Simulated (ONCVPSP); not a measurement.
**rhodium (Rh) ONCV: all-electron and pseudo phase curves**

| Quantity | Value |
| --- | --- |
| Element | rhodium |
| Generator | ONCVPSP 4.0.1 |
| Type | optimised norm-conserving Vanderbilt (ONCV) |
| Functional | PBEsol |
| Relativity | scalar-relativistic |
| Frozen core | [Kr] |
| Valence charge | 9 |
| Reference configuration | 4d8 5p1 |
| Partial waves | s scattering state at 0.38 Ha: rc 2.80 bohr, ncon 4, nbas 7, qcut 2.7 1/bohr, 2 projectors, debl 1.2 Ha; 5p: rc 3.10 bohr, ncon 5, nbas 10, qcut 3.1 1/bohr, 2 projectors, debl 3.4 Ha; 4d: rc 1.40 bohr, ncon 4, nbas 6, qcut 7.7 1/bohr, 1 projector |
| Local potential | polynomial inside 1.10 bohr (lpopt 5, dvloc0 4.5 Ha) |
| Core correction | Teter function, fcfact 3, rcfact 1.6 |

In the s channel the program set the typed energies aside and used 0.050, 1.250 Ha.

The phase is arctan(r·R′/R) of the radial function R(r), unwrapped; energies in Ha, scanned from -2 to 5 Ha. A pole is an energy at which the radial function vanishes at the test radius. The pseudo phase is shifted by a multiple of π to meet the all-electron one at the reference energy, and phase errors are pseudo minus all-electron; the curves can meet again beyond the range given. Levels narrower than the energy grid can be missing from the lists of poles.

| channel | radius (bohr) | reference energy (Ha) | poles, all-electron | poles, pseudo | unbroken range about the reference energy with phases within 0.05 rad | phase error 1 Ha above the reference energy (rad) |
| --- | --- | --- | --- | --- | --- | --- |
| s | 2.85 | 0.05 | 0.61, 4.29 | 0.61, 3.73 | below 3.7 | -0.000 |
| p | 3.15 | -0.06 | -1.90, 0.77, 3.73 | 0.73, 1.89, 3.72 | -1.9 to 1.2 | -0.022 |
| d | 1.42 | -0.28 | 1.91 | 1.85 | below 4.4 | -0.002 |

Note: ghosts flagged at negative energy: s at -100.9 eV (a further GHOST(-) flag falls on a real empty level of the atom); GHOST(+) flagged for p at 52.0 eV. A true bound ghost makes a file unfit for plane-wave use.

Phases in the s channel:

```
E (Ha)  all-electron  pseudo
 -1.98         1.323   1.322
 -1.80         1.303   1.302
 -1.62         1.278   1.276
 -1.44         1.244   1.243
 -1.26         1.198   1.197
 -1.08         1.131   1.130
 -0.90         1.022   1.021
 -0.72         0.821   0.819
 -0.54         0.386   0.384
 -0.36        -0.399  -0.401
 -0.18        -0.987  -0.988
  0.00        -1.259  -1.259
  0.18        -1.399  -1.399
  0.36        -1.487  -1.487
  0.54        -1.550  -1.550
  0.72        -1.601  -1.602
  0.90        -1.649  -1.649
  1.08        -1.699  -1.699
  1.26        -1.757  -1.757
  1.44        -1.835  -1.835
  1.62        -1.958  -1.959
  1.80        -2.197  -2.202
  1.98        -2.770  -2.800
  2.16        -3.673  -3.720
  2.34        -4.153  -4.184
  2.52        -4.355  -4.379
  2.70        -4.460  -4.482
  2.88        -4.525  -4.546
  3.06        -4.570  -4.592
  3.24        -4.603  -4.629
  3.42        -4.629  -4.660
  3.60        -4.650  -4.690
  3.78        -4.669  -4.723
  3.96        -4.685  -4.768
  4.14        -4.700  -4.851
  4.32        -4.715  -5.189
  4.50        -4.729  -7.354
  4.68        -4.743  -7.668
  4.86        -4.758  -7.746
```
